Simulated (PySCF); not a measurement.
```xyz
3
charge 0 multiplicity 1, angstrom
In    0.0000    0.0000   -0.9493
S     0.0000    0.0000   -3.1388
I     0.0000    0.0000    1.6506
```

Method: PBE0 in PySCF with In def2-TZVP with ECP28, S def2-TZVP, I def2-TZVP with ECP28; scalar-relativistic core potentials, no spin–orbit coupling; density-fitted integrals.

This geometry of InSI is a stationary point at this level.

(1) What is the point group?

(2) Is it a minimum?

(3) What are the dipole moment and the gap between the highest occupied and lowest empty levels?

(4) Give the atomic charges and bond orders.

(5) Give the ideal-gas entropy at 298.15 K and 1 bar by parts.

Answers

(1) C∞v.

(2) Yes: all harmonic wavenumbers are real.

(3) 3.47 D and 4.23 eV.

(4) 
```csv
atom,Mulliken,Löwdin,polar tensor,Mayer order to In1
In1,0.60,-0.25,0.90,–
S2,-0.42,0.01,-0.54,2.02
I3,-0.19,0.24,-0.36,1.11
```

(5) translation 178.9, rotation 84.4, vibration 44.8, spin 0.0; total 308.1 J/(mol K).

Other isomers or separated fragments may lie lower.
